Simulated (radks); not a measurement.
Question: Radial electron density D(r) = 4 pi r^2 rho(r) of an atom or ion with 24 electrons. Calculated with a radial shooting solver on a logarithmic mesh with Libxc functionals: Dirac Kohn-Sham, BLYP, spin-unpolarised, spherical densities, finite nucleus; Fermi nuclear charge, rms radius of each element as measured or else 0.836 A^(1/3) + 0.57 fm.

r (bohr)  D(r) (e/bohr)
0.001759          1.946
0.001967          2.372
0.0022            2.884
0.002461          3.499
0.002753          4.235
0.003079          5.111
0.003444          6.150
0.003852          7.375
0.004309          8.809
0.004819          10.48
0.00539           12.40
0.006029          14.60
0.006744          17.08
0.007543          19.86
0.008437          22.91
0.009437          26.21
0.01056           29.71
0.01181           33.34
0.01321           36.98
0.01477           40.50
0.01652           43.76
0.01848           46.56
0.02067           48.75
0.02312           50.16
0.02586           50.69
0.02892           50.33
0.03235           49.17
0.03618           47.43
0.04047           45.46
0.04491           43.83
0.05023           42.76
0.05618           42.82
0.06284           44.29
0.07029           47.18
0.07862           51.12
0.08794           55.38
0.09836           58.99
0.11              60.92
0.1231            60.38
0.1376            57.11
0.154             51.56
0.1722            44.87
0.1926            38.59
0.2154            34.18
0.241             32.49
0.2695            33.41
0.3015            35.79
0.3372            37.90
0.3771            38.11
0.4218            35.50
0.4718            30.23
0.5278            23.30
0.5903            16.14
0.6603            9.970
0.7385            5.441
0.826             2.597
0.9239            1.073
1.033            0.3792
1.156            0.1134
1.293           0.02823
1.446          0.005679

What is the nuclear charge?

Answer: Z = 40. The innermost maximum, from 1s, lies near gamma/Z bohr with gamma = sqrt(1 - (Z/c)^2) = 0.956, here 0.0239 bohr (found: 0.0261), and its height grows with Z. The density is that of the zirconium ion Zr16+ in [Ar] 3d6; the configuration itself is not fixed sharply by these data, and Z only to a few units. D(r) has 3 maxima, at r = 0.0261, 0.114, 0.359 bohr, and minima at 0.0527, 0.243 bohr, inside which lie 2.05, 11.04 electrons.
